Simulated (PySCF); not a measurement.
Computed with PySCF with PBE-D3(BJ)/def2-TZVP // BP86-D3(BJ)/def2-SVP. Isolated molecules, 0 K electronic values unless said otherwise. 

Reference species: [Zr(Cl)3] (neutral, multiplicity 2).

```json
{
  "coordination_number": "3",
  "charge on the central atom (Mulliken)": "0.99 e",
  "spin population on the central atom (Mulliken)": "1.08",
  "highest_occupied_spin_orbital": "-5.04 eV"
}
```

After one change: the coordination number is nearly the same; the charge on the central atom (Mulliken) drops by 0.07 e; the spin population on the central atom (Mulliken) rises by 0.03; the highest occupied spin orbital falls by 0.47 eV.

Problem. Name the change that produced these shifts. The new species is one of these.
A) [Ti(Cl)3]
B) [Pd(Cl)3]
C) [Pt(Cl)3]
D) [Hf(Cl)3]

Solution. A, [Ti(Cl)3]
